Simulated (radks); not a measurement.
Question: Successive ionisation energies (eV) of one element, from differences of total energies of ions in their ground configurations, starting at charge 33: 1415.4, 1461.2, 2507.4, 2610.7, 2715.5, 2821.8, 2929.5, 3038.7, 3149.3. All-electron calculation, Dirac Kohn-Sham, PBE, spin-unpolarised, spherical densities, finite nucleus; open shells are shared between the two j in proportion to 2j + 1; Fermi nuclear charge, rms radius 5.1115 fm. Program: a radial shooting solver on a logarithmic mesh with Libxc functionals. Which element is it?

Answer: Europium (Z = 63). The first species listed is Eu33+ in [Ar] 3d10 4s2, the last Eu41+ in [Ar] 3d4.
